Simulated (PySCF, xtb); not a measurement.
Ge(H)2 cation (GeH2), SMILES [GeH2] (connectivity only; charge and spin as stated), charge +1, multiplicity 2.

Harmonic wavenumbers (cm⁻¹) from xtb with GFN2-xTB at its own minimum, in rising order: 577, 1232, 1323.

Problem. What does ωB97X-D3(BJ)/def2-TZVPD (PySCF 2.14.0) give at its own minimum? (Estimate from the structure and the level; the computed values follow.)

Solution. 840, 2078, 2159. Paired by order, the mean absolute difference is 648 cm⁻¹ and the zero-point energies are 4.5 and 7.3 kcal/mol.
